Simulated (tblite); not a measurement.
Compound: C4H12ClNSi2.
Bonds: Si1–C2, C2–N3, N3–Si4, Si4–Cl5, N3–C6, C6–C7, C7–C8, C6–C8. Hydrogens: H9, H10, H11 on Si1; H12, H13 on C2; H14, H15 on Si4; H16 on C6; H17, H18 on C7; H19, H20 on C8.

The geometry is computed with GFN2-xTB (gas phase).

(1) List the bond lengths, angles and torsions at this level.

Answers

(1) 
```tsv
bond	length (Å)
Si1–C2	1.912
C2–N3	1.457
N3–Si4	1.712
Si4–Cl5	2.015
N3–C6	1.424
C6–C7	1.494
C7–C8	1.500
C6–C8	1.505
Si1–H9, Si1–H10, Si1–H11	1.464
C2–H12, C2–H13	1.094
Si4–H14, Si4–H15	1.466
C6–H16	1.088
C7–H17, C8–H19	1.078
C7–H18, C8–H20	1.079
```

Bonds in one row agree within 0.01 Å and their mean is given. A selection of angles:
```tsv
angle	degrees
Si1–C2–N3	115.4
C2–N3–Si4	123.7
C2–N3–C6	112.6
Si4–N3–C6	121.9
N3–Si4–Cl5	107.7
N3–C6–C7	122.8
N3–C6–C8	121.6
C7–C6–C8	60.0
C6–C7–C8	60.4
```

Dihedral angles: Si1–C2–N3–Si4 -94° (anticlinal); C2–N3–Si4–Cl5 -22° (synperiplanar); C2–N3–C6–C7 -165° (antiperiplanar); N3–C6–C7–C8 110° (anticlinal); N3–C6–C8–C7 -112° (anticlinal). The mirror-image conformer, all signs reversed, is as good.

The C–N distances run from 1.424 Å (N3–C6, drawn single) to 1.457 Å (C2–N3, drawn single), a spread of 0.033 Å. Si4 (chlorine-bound silicon) is distorted tetrahedral (angles from 105.3° to 115.5°). Of the pairs four or more bonds apart, Si4···H17 is among the closest relative to their van der Waals radii: 2.74 Å, 83 % of the sum of Bondi's values. Si1 (SiH3 silicon) is tetrahedral (angles from 107.0° to 110.9°). The 3-membered ring C6–C7–C8 has internal angles of 59.6° to 60.4°. N3 (silicon-bound nitrogen) is almost planar (angles 123.7°, 121.9° and 112.6°, sum 358.2°, 0.12 Å off the plane of its three neighbours).

Point group: C1 (no symmetry element, even within 0.4 Å). Its GFN2-xTB frequencies are all real (lowest 41 cm⁻¹). One conformer, not necessarily the lowest. 3 starts were optimised and ended at 0.00, 0.69 and 0.96 kcal/mol (GFN2-xTB); the lowest of these is shown.

Time: 4.2 s. Hardware: an Arm Neoverse N1 with one thread, shared host with 64 logical CPUs at a one-minute load of 58. This is the geometry optimisation.
